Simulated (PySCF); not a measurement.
PhCF(CH3)2, C₉H₁₁F.
Numbering: `[CH3:1][C:2]([CH3:3])([F:4])[c:5]1[cH:6][cH:7][cH:8][cH:9][cH:10]1`

Definitions: NICS(0) = −σiso at the ring centroid; NICS(1) = −σiso and NICS(1)zz = −σzz at ±1 Å along the ring normal z. Level: GIAO PBE0/pcSseg-1 (PySCF, non-relativistic, gas phase) on the PBE0-D3(BJ)/def2-SVP geometry, one conformer.

Ring bond lengths (Å), with Mayer bond orders in brackets: C5–C6 1.396 (1.45), C6–C7 1.395 (1.42), C7–C8 1.393 (1.44), C8–C9 1.395 (1.42), C9–C10 1.392 (1.46), C10–C5 1.400 (1.37).

**Question.** What do the NICS probes read (ppm)?

**Answer.** 
```csv
ring,type,NICS(0),"NICS(1), two faces","NICS(1)zz, two faces",rms pucker (Å),"centre to ring atoms, mean (Å)"
C5–C6–C7–C8–C9–C10,6-membered carbocycle; formal bonds all aromatic,-8.9,-11.5 / -11.5,-28.5 / -28.5,0.00,1.40
```

**Question.** What do they say, and how far can they be read as aromaticity?

**Answer.** 
- C5–C6–C7–C8–C9–C10: mean NICS(1)zz -28.5 ppm, shielded, aromatic by this magnetic criterion (flat ring, no four-coordinate atom).

**Question.** How equal are the bonds by HOMA? HOMA = 1 − mean of α(R − Ropt)² over the ring bonds, with Krygowski's 1993 parameters (CC: Ropt 1.388 Å, α 257.7 Å⁻²).

**Answer.** 
- C5–C6–C7–C8–C9–C10: HOMA 0.99 = 1 − EN − GEO, with mean bond length 1.395 Å, EN = α(Ropt − mean)² = 0.013 and GEO = α × variance = 0.002. The geometric and the magnetic index point the same way.

**Question.** List the ring angles and the Hirshfeld charges of the ring atoms.

**Answer.** 
- C5–C6–C7–C8–C9–C10: C5 118.9° (-0.004 e), C6 120.5° (-0.056 e), C7 120.4° (-0.048 e), C8 119.5° (-0.052 e), C9 120.2° (-0.050 e), C10 120.7° (-0.051 e); sum 720.0° against 720° for a flat convex ring.

Shape of the structure used: `[CH3:1][C:2]([CH3:3])([F:4])[c:5]1[cH:6][cH:7][cH:8][cH:9][cH:10]1`: C1–C2–C5–C6 -116°.
